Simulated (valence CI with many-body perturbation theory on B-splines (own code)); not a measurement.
## Run record, Cr+

Calculated by configuration interaction combined with many-body perturbation theory (CI+MBPT): five valence electrons over a frozen Dirac-Fock core [Ar], a basis of 6 s, 6 p, 5 d, 5 f, 1 g functions for each j, with the one-electron correlation potential Σ1 (screened to all orders), the two-electron term Σ2, the three-electron term Σ3, Breit, model QED; selected single and double excitations, second order for the rest, scaled by the run's own slope (own B-spline code, finite nucleus).

Command, and the settings that its task file holds:

```sh
python run_cv.py task.json out
```

```
atom Cr  Z=24  mass_number=52  rms_radius_fm=3.6452
core [Ar]
valence 3d5
avg = 1
basis = S
breit = 1
cap = 10000
capref = 1200
cscale = 1
de = 0.0
dress = 0
eps = 2e-08
extrap = 1
h = 0.27
hh = 1
l2 = 3
lcore = 6
maxit = 60
n2 = 5
natural = 1
nlev = 21
nno = [3, 3, 3, 3, 1]
nroot = 26
nsp = [3, 3, 2, 2, 0]
pt2 = 1
qed = 1
rpa = 1
s1 = 1
s2 = 1
s3 = 1
screen = 1
tol = 0.03
whole = 1
```

It took 2.3 min on 1 thread of Arm Neoverse N1, with other jobs on the host.

Log. The first blocks belong to the next ion, which gives the ionisation energy. Fields: 2J, parity (1 odd), roots, reference size, generating configurations, candidates as configurations/state functions, variational space P, stored matrix elements, Davidson steps; e2 is the range of second-order energies in hartree. The first line gives the box (bohr), its intervals, the orbitals and the steps of their self-consistent field. Window is the range of levels sought, series limit the energy at which the first omitted orbital would enter, core excitation an estimate of the first excitation out of the core, left out the lowest levels not solved, and shifts from estimates the range by which levels moved from their first estimate, all in cm⁻¹.

```
rmax 28.0 intervals 66 orbitals 40 references ['3d5', '3d4 4s', '3d3 4s2', '3d4 4p'] scf 11 t 2.3
2J=0 par=0 roots 2 ref 21 generators 10 cand 539/963 P 556/984 nnz 0 it 0
2J=0 par=0 roots 2 ref 21 generators 36 cand 1762/4071 P 2318/5055 nnz 2.2e+06 it 2
   second order: generators 79 cand 16896/38067 e2 -0.00023 -0.00008
2J=2 par=0 roots 2 ref 44 generators 11 cand 208/934 P 228/978 nnz 0 it 0
2J=2 par=0 roots 2 ref 44 generators 32 cand 750/4015 P 978/4993 nnz 3.5e+06 it 2
   second order: generators 62 cand 16194/96480 e2 -0.00115 -0.00058
2J=4 par=0 roots 2 ref 64 generators 11 cand 121/865 P 144/929 nnz 0 it 0
2J=4 par=0 roots 2 ref 64 generators 32 cand 615/4042 P 759/4971 nnz 4.3e+06 it 2
   second order: generators 80 cand 17217/152815 e2 -0.00176 -0.00103
reference levels 638, estimated 87, window 24815 1/cm; series limit 99469, core excitation 288474
2J=5 par=0 roots 7 ref 100 generators 33 cand 61/875 P 300/3347 nnz 2.3e+06 it 1
2J=5 par=0 roots 7 ref 100 generators 97 cand 560/6485 P 860/9832 nnz 1.5e+07 it 2
   second order: generators 324 cand 74345/2098248 e2 -0.00988 -0.00345
2J=1 par=0 roots 5 ref 50 generators 30 cand 157/1002 P 593/3508 nnz 2e+06 it 1
2J=1 par=0 roots 5 ref 50 generators 105 cand 1091/6302 P 1684/9810 nnz 1.1e+07 it 2
   second order: generators 292 cand 72050/883143 e2 -0.00387 -0.00227
2J=3 par=0 roots 5 ref 84 generators 30 cand 72/980 P 371/3478 nnz 2.3e+06 it 1
2J=3 par=0 roots 5 ref 84 generators 103 cand 682/6414 P 1053/9892 nnz 1.3e+07 it 2
   second order: generators 296 cand 75536/1642927 e2 -0.00760 -0.00432
2J=7 par=0 roots 6 ref 88 generators 31 cand 72/991 P 309/3563 nnz 2.4e+06 it 1
2J=7 par=0 roots 6 ref 88 generators 98 cand 521/6317 P 830/9880 nnz 1.5e+07 it 2
   second order: generators 280 cand 70588/2127689 e2 -0.00972 -0.00561
2J=9 par=0 roots 4 ref 68 generators 27 cand 68/882 P 348/3439 nnz 2.3e+06 it 1
2J=9 par=0 roots 4 ref 68 generators 79 cand 599/6435 P 947/9874 nnz 1.4e+07 it 2
   second order: generators 250 cand 69373/1985308 e2 -0.00692 -0.00455
2J=11 par=0 roots 3 ref 40 generators 17 cand 63/743 P 383/3166 nnz 2.1e+06 it 1
2J=11 par=0 roots 3 ref 40 generators 77 cand 803/6810 P 1186/9976 nnz 1.5e+07 it 2
   second order: generators 212 cand 63422/1558556 e2 -0.00493 -0.00315
2J=13 par=0 roots 2 ref 20 generators 23 cand 98/919 P 593/3405 nnz 2.2e+06 it 1
2J=13 par=0 roots 2 ref 20 generators 66 cand 980/6582 P 1573/9987 nnz 1.3e+07 it 2
   second order: generators 170 cand 63241/1263007 e2 -0.00280 -0.00255
left out: unestimated 41741, estimated 26724, shifts from estimates -311 to 144
operators 2.3
```

The Davidson iterations converged. The settings are bad on purpose, so the numbers may not be properties of the ion.

Against 16 measured levels this calculation errs by 2897 cm⁻¹ on average and by 4828 at most. These come from a selection out of the NIST Handbook of Basic Atomic Spectroscopic Data. Levels without a partner in it may be off by more, other configurations by 1,000 to 4,000 cm⁻¹. Among the levels kept, up to 2300 cm⁻¹ of a level comes from second order outside the variational space, and about a tenth of that is noise between levels of different J, which matters for small intervals. Only levels of the ground parity were solved; by the run's estimate the other parity begins above the list, which can be wrong where configurations are misplaced.

| Property | Result |
| --- | --- |
| Valence energy | -9.365935 hartree |
| Ionisation energy | 15.757 eV (NIST: 16.4863 eV (measured)) |
| Reference configurations for the orbitals | 3d5, 3d4 4s, 3d3 4s2, 3d4 4p |
| Radial orbitals | 40 |
| Box radius | 28.01 bohr |
| Largest variational space | 9987 |
| Lowest levels | 3d5 6S_5/2 0.0, 3d4 4s 6D_1/2 7196, 3d4 4s 6D_3/2 7262, 3d4 4s 6D_5/2 7362, 3d4 4s 6D_7/2 7499, 3d4 4s 6D_9/2 7669, 3d4 4s 4D_1/2 14841, 3d4 4s 4D_3/2 14900, 3d4 4s 4D_5/2 15023, 3d4 4s 4D_7/2 15255, 3d5 4G_11/2 19816, 3d5 4G_9/2 19840, 3d5 4G_7/2 19857, 3d5 4G_5/2 19858 cm⁻¹ |
